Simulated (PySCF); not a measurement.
## Correlation energy of Se(2+) (selenium, charge +2)

[Ar] 3d10 4s1 4p3, high-spin 5S determinant (an excited configuration). All numbers are calculated (PySCF 2.14, no relativity, point nucleus, in def2-QZVPPD). Frozen: [Ar] 3d10; 4 electrons correlated.

```tsv
level	correlation energy (mhartree)
CCSD	-26.87
(T)	-0.30
CCSD(T)	-27.17
```

Diagnostics: T1 = 0.00095, D1 = 0.0027, largest double amplitude 0.032.

Question: Is a single reference adequate?

Answer: Yes, within this model without spin-orbit coupling: T1 lies below 0.03 and no double amplitude reaches 0.07.
